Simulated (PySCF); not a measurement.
A structure optimised at PBE0-D3(BJ)/def2-SVP, used in a PySCF frequency run:

```xyz
5

Sb     0.0000     0.0000     0.1919
F      1.4449     0.0000    -1.0408
F     -1.4449     0.0000    -1.0408
F      0.0000     1.9328     0.4969
F      0.0000    -1.9328     0.4969
```
Charge 0, spin multiplicity 2.

Problem. Write its SMILES, formula and point group.

Solution. [F][Sb]([F])([F])[F], F4Sb, C2v

Problem. What are its rotational constants (standard atomic weights)?

Solution. 3.7626, 2.5661, 2.2839 GHz
